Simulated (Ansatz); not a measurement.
Reaction (ligand exchange at the Si–O bond): `[AlH2][O][SiH2]Br` + H₂Se → `[SeH][SiH2]Br` + `[OH][AlH2]`

Isolated molecules relaxed with PBE0-D4/def2-TZVP in Ansatz; ΔE leaves out vibrations. CBS: MP2 limit from def2 TZ/QZ plus the TZ coupled-cluster correction, frozen cores. This one scheme is used for every species. DFT in def2-TZVPP. B3LYP here is the variant with VWN-RPA as its local correlation; programs differ in this. For Br, Se outer-core shells are correlated without core-valence functions, which leaves a few kJ/mol of doubt a bond. Scalar relativity is left out up to krypton. Each species was taken in one conformer, which may not be the lowest.

(1) Is it downhill or uphill in electronic energy at CCSD(T)/CBS, and by how much? (An estimate is asked.)

(2) What do these levels give: ωB97X-V, ωB97M-V, PBE0, B3LYP, HF/def2-TZVPP, MP2/def2-TZVPP? (An estimate is asked.)

Largest T1 diagnostic among the species: 0.012.

Results:

(1) The calculation gave: Uphill: ΔE = +0.62 eV.

(2) The calculation gave: ωB97X-V 0.65, ωB97M-V 0.64, PBE0 0.53, B3LYP 0.67, HF/def2-TZVPP 0.89, MP2/def2-TZVPP 0.62 eV.

From PBE to PBE0 (25 % exact exchange), in def2-TZVPP and without D4, ΔE moves by +0.07 eV. In def2-TZVPP, CCSD(T) changes the Hartree–Fock value by −0.22 eV (the triples alone add −0.04 eV) and MP2 by −0.27 eV.
